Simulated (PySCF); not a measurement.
# How the method changes the shape and vibrations of BCH4O

Calculated results; nothing here was measured. They come from PySCF 2.14.0, an open-source quantum chemistry program, on an isolated molecule that a program drew, which may never have been made. The molecule is BCH4O (charge 0, doublet), drawn as the SMILES string `B[CH]O`.

The geometry was optimised and harmonic frequencies were computed with HF and MP2, all in the cc-pVDZ basis, for the commonest isotopes, with a restricted reference for singlets and an unrestricted one otherwise, and a frozen core in MP2. Each result is a local minimum of its method.

Geometry at the HF minimum:
```xyz
7
BCH4O, angstrom
B    -0.3946    1.3461    0.9695
C     0.4608    0.0993    0.8646
O     1.5900    0.0891    0.1437
H    -0.0733    2.3535    0.4047
H    -1.3965    1.3001    1.6287
H     0.2187   -0.8411    1.3550
H     2.0082   -0.7582    0.1763
```

Lengths of the bonds as drawn, in Å (atoms numbered as above):
```
bond,HF,MP2
B1-C2,1.516,1.518
C2-O3,1.340,1.347
B1-H4,1.199,1.206
B1-H5,1.200,1.206
C2-H6,1.088,1.100
O3-H7,0.945,0.968
```

Rotational constants, in GHz:
| constant | HF | MP2 |
|---|---|---|
| A | 57.4 | 56.3 |
| B | 9.72 | 9.693 |
| C | 8.312 | 8.269 |

Harmonic frequencies in cm^-1, each column in rising order, so a row needn't be the same motion in every method:
| rank | HF | MP2 |
|---|---|---|
| 1 | 407 | 384 |
| 2 | 428 | 432 |
| 3 | 450 | 503 |
| 4 | 755 | 809 |
| 5 | 881 | 844 |
| 6 | 1009 | 942 |
| 7 | 1043 | 1024 |
| 8 | 1292 | 1240 |
| 9 | 1345 | 1278 |
| 10 | 1397 | 1315 |
| 11 | 1627 | ? |
| 12 | 2679 | 2630 |
| 13 | 2753 | 2717 |
| 14 | 3287 | 3185 |
| 15 | 4153 | 3833 |

**Estimate the missing MP2 frequency from the HF column.**

A single factor s that minimises the squared misfit of MP2 against s times HF over the other rows is sum(HF x MP2) / sum(HF^2) = 0.9573, with an rms misfit of 58 cm^-1. For rank 11 it gives 0.9573 x 1627 = 1558 cm^-1. The calculation gives 1556 cm^-1, 2 cm^-1 below the estimate. The drawn bonds are on average 0.9 % longer in MP2 than in HF.
